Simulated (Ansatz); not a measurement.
A made-up structure of B$_{2}$H$_{4}$SO, closed shell:

B1  (-0.651, 1.206, -0.735)
O2  (0.066, 0.094, -0.533)
B3  (0.926, -0.678, 0.155)
S4  (0.403, -1.805, 1.454)
H5  (-0.583, 2.100, 0.060)
H6  (-1.341, 1.258, -1.711)
H7  (2.090, -0.667, -0.112)
H8  (1.143, -1.530, -0.586)
(Å)

It is relaxed with PBE-D4/def2-SVP and then PBE0-D4/def2-TZVP (Ansatz 0.2.0). Atoms count as bonded within 1.22 times the sum of their covalent radii (H–H: 0.88 Å). The end point is not checked to be a true minimum.

Problem. Does its bonding change? (Judge from chemistry; the calculation decides.)

Solution. The calculation gives: Yes. Formed: S4–H8; broken: B3–H8.

Where it ends: The first stage lowers the energy by 3.27 eV in 15 steps. It ends as B₂H₄SO ([BH2][O][BH][SH]):
```csv
atom,x (Å),y (Å),z (Å)
B1,-0.7372,1.3851,-0.7002
O2,0.1108,0.3542,-0.8022
B3,0.9622,-0.5502,-0.2855
S4,0.2989,-1.9016,0.7045
H5,-0.7817,2.0077,0.3236
H6,-1.4136,1.6509,-1.6510
H7,2.1307,-0.4703,-0.5162
H8,1.4810,-2.4972,0.9209
```

Labels in which every atom is bracketed show which atoms are joined, not bond orders.

For scale, one of the runs: PBE0-D4/def2-TZVP relaxation, 154 basis functions, launched by `ansatz run in.yaml --threads 2 --pin off --events-out ev --progress --plain --max-ram 4352MiB`. Hardware: 2 CPU threads of an Arm Neoverse N1, shared host. Wall time about 93 s.
